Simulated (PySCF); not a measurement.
Compound: C8H8F2.
Geometry (GFN2-xTB, Å), atoms numbered from 1 in this order:
```
atom  x, y, z in Å
F1     3.1978    0.8179   -0.4509
C2     2.4995   -0.2795   -0.0239
C3     1.0232   -0.0141    0.1034
C4     0.5182    1.2121   -0.1495
C5    -0.8577    1.5767    0.0408
F6    -1.0436    2.8692    0.4150
C7    -1.9315    0.7954   -0.1131
C8    -1.7846   -0.5894   -0.6566
C9    -1.0329   -1.3509    0.3913
C10    0.2531   -1.1071    0.6549
H11    2.6850   -1.0757   -0.7562
H12    2.9285   -0.5722    0.9425
H13    1.1894    2.0209   -0.4048
H14   -2.9108    1.1695    0.1419
H15   -2.7559   -1.0377   -0.8512
H16   -1.2049   -0.5659   -1.5843
H17   -1.5622   -2.1188    0.9366
H18    0.7808   -1.7439    1.3527
```

NICS = −σ at a ghost point: NICS(0) at the centroid of the ring atoms, NICS(1) 1 Å to either side along the normal of their mean plane, zz for the tensor component along that normal. Level: GIAO PBE0/pcSseg-1 (PySCF, non-relativistic, gas phase) on the GFN2-xTB geometry, one conformer.

Ring bond lengths (Å), with Mayer bond orders in brackets: C3–C4 1.350 (1.65), C4–C5 1.436 (1.16), C5–C7 1.337 (1.77), C7–C8 1.495 (1.01), C8–C9 1.498 (1.03), C9–C10 1.335 (1.82), C10–C3 1.446 (1.12).

Q: Give the NICS values of each ring in ppm.

A: 
```
                 ring                                                    type  NICS(0)  NICS(1), two faces  NICS(1)zz, two faces  rms pucker (Å)  centre to ring atoms, mean (Å)
C3–C4–C5–C7–C8–C9–C10  7-membered carbocycle; formal bonds 3 double, 4 single     -5.1         -7.7 / -5.6          -12.6 / -7.1            0.30                            1.56
```

Q: What do they say, and how far can they be read as aromaticity?

A: 
- C3–C4–C5–C7–C8–C9–C10: mean NICS(1)zz -9.9 ppm, shielded. C8 has four or more neighbours; no verdict on aromaticity is drawn. The two faces differ by 5.5 ppm, so no symmetry operation interchanges them.

Q: What field does 11.7 T along the ring normal induce along that normal at the second NICS(1) probe listed for ring C3–C4–C5–C7–C8–C9–C10, 1 Å off the ring?

A: NICSzz × B0 = -7.1 ppm × 11.7 T = -83 μT, against the applied field.

Q: List the ring angles and the Hirshfeld charges of the ring atoms.

A: 
- C3–C4–C5–C7–C8–C9–C10: C3 124.0° (+0.003 e), C4 124.3° (-0.068 e), C5 127.3° (+0.076 e), C7 120.3° (-0.064 e), C8 105.4° (-0.072 e), C9 121.9° (-0.026 e), C10 125.1° (-0.064 e); sum 848.4° against 900° for a flat convex ring.

Q: How shielded are the nuclei of the rings and their hydrogens (means over atoms taken as equivalent)?

A: 
| atoms | environment | σ isotropic (ppm) | principal values of the symmetric part, first atom (ppm) |
| --- | --- | --- | --- |
| C3 | fully substituted alkene carbon | 37.1 | -68.3, 25.6, 153.9 |
| C4 | alkene CH carbon | 64.3 | -24.9, 54.9, 163.1 |
| C5 | vinylic C–F carbon | 17.1 | -78.8, 51.4, 78.6 |
| C7 | alkene CH carbon | 84.1 | 6.5, 76.3, 169.4 |
| C8 | allylic carbon | 160.0 | 143.6, 166.0, 170.5 |
| C9 | alkene CH carbon | 57.6 | -25.2, 34.7, 163.4 |
| C10 | alkene CH carbon | 60.5 | -45.1, 69.4, 157.3 |
| H13 | vinylic hydrogen | 24.56 | 20.9, 23.7, 29.1 |
| H14 | vinylic hydrogen | 26.59 | 21.7, 27.3, 30.8 |
| H15 (×2) | methylene hydrogen | 29.55 | 23.5, 27.3, 35.9 |
| H17 | vinylic hydrogen | 25.97 | 21.7, 26.8, 29.4 |
| H18 | vinylic hydrogen | 25.65 | 22.5, 25.8, 28.7 |
